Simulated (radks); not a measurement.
Isoelectronic series with 62 electrons, each ion in its NIST ground configuration. Method: Dirac Kohn-Sham, PBEsol, spin-unpolarised, spherical densities, point nucleus; open shells fill j = l - 1/2 first; computed with a radial shooting solver on a logarithmic mesh with Libxc functionals. Total energies (hartree) and orbital eigenvalues (eV) (* marks an orbital that is empty in some or all of the ions):

| ion | configuration | E (hartree) | 4f7/2* | 4f5/2 | 6s1/2* | 5p3/2* |
|---|---|---|---|---|---|---|
| Sm | [Xe] 4f6 6s2 | -10430.8902 | -2.0647 | -2.6011 | -3.5957 | -22.1284 |
| Eu+ | [Xe] 4f7 6s1 | -10848.2385 | -8.4929 | -9.1075 | -8.5129 | -28.8513 |
| Gd2+ | [Xe] 4f7 5d1 | -11275.6468 | -21.8701 | -22.6247 | -14.8295 | -39.5727 |
| Tb3+ | [Xe] 4f8 | -11713.4402 | -33.6924 | -34.5418 | -22.6045 | -51.2862 |
| Dy4+ | [Xe] 4f8 | -12161.0658 | -54.3957 | -55.4077 | -32.5412 | -67.6467 |
| Ho5+ | [Kr] 4d10 4f9 5s2 5p5 | -12618.3660 | -71.7516 | -72.8827 | -43.1394 | -83.6826 |
| Er6+ | [Kr] 4d10 4f10 5s2 5p4 | -13086.0446 | -90.1956 | -91.4545 | -54.5669 | -100.6470 |
| Tm7+ | [Kr] 4d10 4f11 5s2 5p3 | -13564.2202 | -109.6937 | -111.0895 | -66.7791 | -118.5016 |
| Yb8+ | [Kr] 4d10 4f12 5s2 5p2 | -14053.0155 | -130.2177 | -131.7602 | -79.7345 | -137.2103 |
| Lu9+ | [Kr] 4d10 4f12 5s2 5p2 | -14552.6584 | -159.1009 | -160.8663 | -94.4278 | -159.5067 |
| Hf10+ | [Kr] 4d10 4f12 5s2 5p2 | -15062.8350 | -190.1493 | -192.1563 | -110.1141 | -183.1422 |
| Ta11+ | [Kr] 4d10 4f13 5s2 5p1 | -15583.6185 | -215.1663 | -217.3602 | -125.7150 | -205.2591 |

4f7/2 drops below 6s1/2 between Eu+ and Gd2+. 4f7/2 drops below 5p3/2 between Lu9+ and Hf10+. 4f5/2 drops below 6s1/2 between Sm and Eu+. 4f5/2 drops below 5p3/2 between Yb8+ and Lu9+.
